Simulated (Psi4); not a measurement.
Input file for Psi4: SAPT0/jun-cc-pV(D+d)Z on FH4P (a complex), monomers drawn apart or pushed together.

```
memory 8100 MB

molecule dimer {
0 1
F    -1.44370064   -0.22894985   -0.24384746
H    -0.94647269   -0.05062702    0.53323070
--
0 1
P     0.44601606    0.45112153    2.71099466
H     0.12869582   -0.16693680    3.94175332
H     1.83158382    0.17955174    2.77356061
H     0.53853654    1.76070054    3.23432202
units angstrom
symmetry c1
no_reorient
no_com
}

set {
  basis jun-cc-pV(D+d)Z
  scf_type df
  freeze_core true
}

energy('sapt0')
```

Output:

```
[...]
==> Input File <==

--------------------------------------------------------------------------
memory 8100 MB

molecule dimer {
0 1
F    -1.44370064   -0.22894985   -0.24384746
H    -0.94647269   -0.05062702    0.53323070
--
0 1
P     0.44601606    0.45112153    2.71099466
H     0.12869582   -0.16693680    3.94175332
H     1.83158382    0.17955174    2.77356061
H     0.53853654    1.76070054    3.23432202
units angstrom
symmetry c1
no_reorient
no_com
}

set {
  basis jun-cc-pV(D+d)Z
  scf_type df
  freeze_core true
}

energy('sapt0')
--------------------------------------------------------------------------


   => Loading Basis Set <=

    Name: JUN-CC-PV(D+D)Z
    Role: ORBITAL
    Keyword: BASIS
    atoms 1      entry F          line   290 file jun-cc-pv_dpd_z.gbs
    atoms 2, 4-6 entry H          line    60 file jun-cc-pv_dpd_z.gbs
    atoms 3      entry P          line   632 file jun-cc-pv_dpd_z.gbs

   => Loading Basis Set <=

    Name: JUN-CC-PV(D+D)Z
    Role: ORBITAL
    Keyword: BASIS
    atoms 1      entry F          line   290 file jun-cc-pv_dpd_z.gbs
    atoms 2, 4-6 entry H          line    60 file jun-cc-pv_dpd_z.gbs
    atoms 3      entry P          line   632 file jun-cc-pv_dpd_z.gbs


  //>>>>>>>>>>>>>>>>>>>>>>>>>>>>>>>>>>>//
  //              Dimer HF             //
  //<<<<<<<<<<<<<<<<<<<<<<<<<<<<<<<<<<<//

   => Libint2 <=

    Primary   basis highest AM E, G, H:  7, 6, 3
    Auxiliary basis highest AM E, G, H:  7, 7, 4
    Onebody   basis highest AM E, G, H:  -, -, -
    Solid Harmonics ordering:            Gaussian


   => Loading Basis Set <=

    Name: JUN-CC-PV(D+D)Z
    Role: ORBITAL
    Keyword: BASIS
    atoms 1      entry F          line   290 file jun-cc-pv_dpd_z.gbs
    atoms 2, 4-6 entry H          line    60 file jun-cc-pv_dpd_z.gbs
    atoms 3      entry P          line   632 file jun-cc-pv_dpd_z.gbs


         ---------------------------------------------------------
                                   SCF
               by Justin Turney, Rob Parrish, Andy Simmonett
                          and Daniel G. A. Smith
                              RHF Reference
                        4 Threads,   7724 MiB Core
         ---------------------------------------------------------

  ==> Geometry <==

    Molecular point group: c1
    Full point group: C1

    Geometry (in Angstrom), charge = 0, multiplicity = 1:

       Center              X                  Y                   Z               Mass
    ------------   -----------------  -----------------  -----------------  -----------------
         F           -1.443700640000    -0.228949850000    -0.243847460000    18.998403162730
         H           -0.946472690000    -0.050627020000     0.533230700000     1.007825032230
         P            0.446016060000     0.451121530000     2.710994660000    30.973761998420
         H            0.128695820000    -0.166936800000     3.941753320000     1.007825032230
         H            1.831583820000     0.179551740000     2.773560610000     1.007825032230
         H            0.538536540000     1.760700540000     3.234322020000     1.007825032230

  Running in c1 symmetry.

  Rotational constants: A =      0.40817  B =      0.05920  C =      0.05241 [cm^-1]
  Rotational constants: A =  12236.51899  B =   1774.75689  C =   1571.24699 [MHz]
  Nuclear repulsion =   49.325178025308951

  Charge       = 0
  Multiplicity = 1
  Electrons    = 28
  Nalpha       = 14
  Nbeta        = 14

  ==> Algorithm <==

  SCF Algorithm Type is DF.
  DIIS enabled.
  MOM disabled.
  Fractional occupation disabled.
  Guess Type is SAD.
  Energy threshold   = 1.00e-08
  Density threshold  = 1.00e-08
  Integral threshold = 1.00e-12

  ==> Primary Basis <==

  Basis Set: JUN-CC-PV(D+D)Z
    Blend: JUN-CC-PV(D+D)Z
    Number of shells: 31
    Number of basis functions: 65
    Number of Cartesian functions: 68
    Spherical Harmonics?: true
    Max angular momentum: 2

   => Loading Basis Set <=

    Name: (JUN-CC-PV(D+D)Z AUX)
    Role: JKFIT
    Keyword: DF_BASIS_SCF
    atoms 1      entry F          line   314 file jun-cc-pvdz-jkfit.gbs
    atoms 2, 4-6 entry H          line    70 file jun-cc-pvdz-jkfit.gbs
    atoms 3      entry P          line   586 file jun-cc-pvdz-jkfit.gbs

  ==> Integral Setup <==

  DFHelper Memory: AOs need 0.010 GiB; user supplied 5.658 GiB.
  SCF_SUBTYPE=INCORE selected. In-core MEM_DF algorithm will be used.
  Using in-core AOs.

  ==> MemDFJK: Density-Fitted J/K Matrices <==

    J tasked:                   Yes
    K tasked:                   Yes
    wK tasked:                   No
    OpenMP threads:               4
    Algorithm:                 Core
    Schwarz Cutoff:           1E-12
    Mask sparsity (%):       6.6272
    Fitting Condition:        1E-10

   => Auxiliary Basis Set <=

  Basis Set: (JUN-CC-PV(D+D)Z AUX)
    Blend: JUN-CC-PVDZ-JKFIT
    Number of shells: 102
    Number of basis functions: 292
    Number of Cartesian functions: 331
    Spherical Harmonics?
[...]
948592    51A      3.854439
      52A      4.351049    53A      4.351050    54A      4.380766
      55A      4.449328    56A      4.449338    57A      5.752624
      58A      5.752624    59A      6.025695    60A      6.025695
      61A      6.699258    62A      7.096876    63A      7.096882
      64A      7.907126    65A     42.863800

    Final Occupation by Irrep:
              A
    DOCC [     9 ]
    NA   [     9 ]
    NB   [     9 ]

  @DF-RHF Final Energy:  -342.47714813361841

   => Energetics <=

    Nuclear Repulsion Energy =             17.6072401818233146
    One-Electron Energy =                -508.3942383947693315
    Two-Electron Energy =                 148.3098500793276173
    Total Energy =                       -342.4771481336183570

Computation Completed


Properties will be evaluated at   0.000000,   0.000000,   0.000000 [a0]

Properties computed using the SCF density matrix


 Multipole Moments:

 ------------------------------------------------------------------------------------
     Multipole            Electronic (a.u.)      Nuclear  (a.u.)        Total (a.u.)
 ------------------------------------------------------------------------------------

 L = 1.  Multiply by 2.5417464519 to convert [e a0] to [Debye]
 Dipole X            :        -17.2021796           17.3648012            0.1626217
 Dipole Y            :        -16.0797044           16.1385227            0.0588183
 Dipole Z            :        -95.3931508           95.6476485            0.2544978
 Magnitude           :                                                    0.3076922

 ------------------------------------------------------------------------------------

  Constructing Basis Sets for SAPT...

   => Loading Basis Set <=

    Name: (JUN-CC-PV(D+D)Z AUX)
    Role: RIFIT
    Keyword: DF_BASIS_SAPT
    atoms 1      entry F          line   232 file jun-cc-pvdz-ri.gbs
    atoms 2, 4-6 entry H          line    30 file jun-cc-pvdz-ri.gbs
    atoms 3      entry P          line   432 file jun-cc-pvdz-ri.gbs

   => Loading Basis Set <=

    Name: (JUN-CC-PV(D+D)Z AUX)
    Role: JKFIT
    Keyword: DF_BASIS_ELST
    atoms 1      entry F          line   314 file jun-cc-pvdz-jkfit.gbs
    atoms 2, 4-6 entry H          line    70 file jun-cc-pvdz-jkfit.gbs
    atoms 3      entry P          line   586 file jun-cc-pvdz-jkfit.gbs


  //>>>>>>>>>>>>>>>>>>>>>>>>>>>>>>>>>>>//
  //               SAPT0               //
  //<<<<<<<<<<<<<<<<<<<<<<<<<<<<<<<<<<<//



        SAPT0
    Ed Hohenstein
     6 June 2009

      Orbital Information
  --------------------------
    NSO        =        65
    NMO        =        65
    NRI        =       206
    NRI (Elst) =       292
    NOCC A     =         5
    NOCC B     =         9
    FOCC A     =         1
    FOCC B     =         5
    NVIR A     =        60
    NVIR B     =        56

    Elst10,r            =    -0.008725290463 [Eh]
    Exch10              =     0.005910619186 [Eh]
    Exch10 (S^2)        =     0.005882555319 [Eh]

    Maxiter = 50
    CPHF R converge = 1.000000E-08

    Iter     Energy [mEh]          dE [mEh]         Residual      Time [s]
       1      -0.15339486       0.153394858     2.329814e-03             0
       2      -0.17352414       0.020129277     1.058424e-03             0
       3      -0.18085918       0.007335042     2.460096e-04             0
       4      -0.17983137      -0.001027805     5.596632e-05             0
       5      -0.17967185      -0.000159525     5.908914e-06             0
       6      -0.17970450       0.000032649     6.674012e-07             0
       7      -0.17970206      -0.000002436     7.388347e-08             0
       8      -0.17970220       0.000000141     9.420225e-09             0

    CHF Iterations converged

    Maxiter = 50
    CPHF R converge = 1.000000E-08

    Iter     Energy [mEh]          dE [mEh]         Residual      Time [s]
       1      -3.60882979       3.608829790     1.012662e-02             0
       2      -4.62993388       1.021104085     3.333808e-03             0
       3      -4.68025319       0.050319318     4.964267e-04             0
       4      -4.66098917      -0.019264028     9.242201e-05             0
       5      -4.66230143       0.001312260     2.273702e-05             0
       6      -4.66251682       0.000215395     3.712638e-06             0
       7      -4.66245232      -0.000064499     6.966309e-07             0
       8      -4.66246010       0.000007783     6.107457e-08             0
       9      -4.66245968      -0.000000420     6.709052e-09             0

    CHF Iterations converged

    Ind20,r (A<-B)      =    -0.000179702202 [Eh]
    Ind20,r (B<-A)      =    -0.004662459683 [Eh]
    Ind20,r             =    -0.004842161885 [Eh]
    Exch-Ind20,r (A<-B) =     0.000072130752 [Eh]
    Exch-Ind20,r (B<-A) =     0.002572402073 [Eh]
    Exch-Ind20,r        =     0.002644532825 [Eh]
    Disp20              =    -0.001642631215 [Eh]
    Disp20 (SS)         =    -0.000821315607 [Eh]
    Disp20 (OS)         =    -0.000821315607 [Eh]
    Exch-Disp20         =     0.000271866288 [Eh]
    Exch-Disp20 (SS)    =     0.000160784648 [Eh]
    Exch-Disp20 (OS)    =     0.000111081640 [Eh]

    SAPT Results
  --------------------------------------------------------------------------------------------------------
    Electrostatics                 -8.72529046 [mEh]      -5.47520243 [kcal/mol]     -22.90824695 [kJ/mol]
      Elst10,r                     -8.72529046 [mEh]      -5.47520243 [kcal/mol]     -22.90824695 [kJ/mol]

    Exchange                        5.91061919 [mEh]       3.70896954 [kcal/mol]      15.51832854 [kJ/mol]
      Exch10                        5.91061919 [mEh]       3.70896954 [kcal/mol]      15.51832854 [kJ/mol]
      Exch10(S^2)                   5.88255532 [mEh]       3.69135919 [kcal/mol]      15.44464686 [kJ/mol]

    Induction                      -3.27167007 [mEh]      -2.05300397 [kcal/mol]      -8.58976860 [kJ/mol]
      Ind20,r                      -4.84216189 [mEh]      -3.03850246 [kcal/mol]     -12.71309428 [kJ/mol]
      Exch-Ind20,r                  2.64453282 [mEh]       1.65946940 [kcal/mol]       6.94321997 [kJ/mol]
      delta HF,r (2)               -1.07404101 [mEh]      -0.67397091 [kcal/mol]      -2.81989429 [kJ/mol]

    Dispersion                     -1.37076493 [mEh]      -0.86016798 [kcal/mol]      -3.59894282 [kJ/mol]
      Disp20                       -1.64263121 [mEh]      -1.03076665 [kcal/mol]      -4.31272766 [kJ/mol]
      Exch-Disp20                   0.27186629 [mEh]       0.17059867 [kcal/mol]       0.71378484 [kJ/mol]
      Disp20 (SS)                  -0.82131561 [mEh]      -0.51538332 [kcal/mol]      -2.15636383 [kJ/mol]
      Disp20 (OS)                  -0.82131561 [mEh]      -0.51538332 [kcal/mol]      -2.15636383 [kJ/mol]
      Exch-Disp20 (SS)              0.16078465 [mEh]       0.10089389 [kcal/mol]       0.42214003 [kJ/mol]
      Exch-Disp20 (OS)              0.11108164 [mEh]       0.06970478 [kcal/mol]       0.29164481 [kJ/mol]

  Total HF                         -6.08634135 [mEh]      -3.81923686 [kcal/mol]     -15.97968702 [kJ/mol]
  Total SAPT0                      -7.45710628 [mEh]      -4.67940484 [kcal/mol]     -19.57862984 [kJ/mol]

  Special recipe for scaled SAPT0 (see Manual):
    Electrostatics sSAPT0          -8.72529046 [mEh]      -5.47520243 [kcal/mol]     -22.90824695 [kJ/mol]
    Exchange sSAPT0                 5.91061919 [mEh]       3.70896954 [kcal/mol]      15.51832854 [kJ/mol]
    Induction sSAPT0               -3.23364046 [mEh]      -2.02914002 [kcal/mol]      -8.48992185 [kJ/mol]
    Dispersion sSAPT0              -1.36685536 [mEh]      -0.85771469 [kcal/mol]      -3.58867826 [kJ/mol]
  Total sSAPT0                     -7.41516710 [mEh]      -4.65308760 [kcal/mol]     -19.46851853 [kJ/mol]
  --------------------------------------------------------------------------------------------------------



*** Psi4 exiting successfully. Buy a developer a beer!
```

The run finished.

Cost: roughly 7 core-seconds.
